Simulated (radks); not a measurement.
Initial-state core-level shifts of neutral scandium when its valence configuration changes from [Ar] 3d1 4s2. All-electron calculation, scalar-relativistic Kohn-Sham, PBE, spin-polarised, spherical densities, finite nucleus; open shells are filled with parallel spins first; Fermi nuclear charge, rms radius 3.5459 fm. Program: a radial shooting solver on a logarithmic mesh with Libxc functionals. Shifts are changes of the shell-averaged eigenvalues in eV (positive: less bound); the change of the density at the nucleus, which sets a Mossbauer isomer shift, is in e/bohr^3, on a base of 7299.

valence              1s      2s      2p      3p  density at nucleus
3d2 4s1          +3.051  +3.591  +3.541  +3.064             -3.5500
3d1 4s1 4p1      -1.090  -1.089  -1.087  -1.061             -2.4435
4s2 4p1          -6.288  -7.228  -7.143  -5.864             +3.0792
3d3              +4.235  +5.143  +5.058  +4.379             -6.3722
3d1.5 4s1.5      +1.767  +2.083  +2.054  +1.745             -2.0212
3d1 4s1.5 4p0.5  -0.618  -0.614  -0.614  -0.598             -1.1505
4s1.5 4p1.5      -6.762  -7.707  -7.620  -6.321             +1.4074
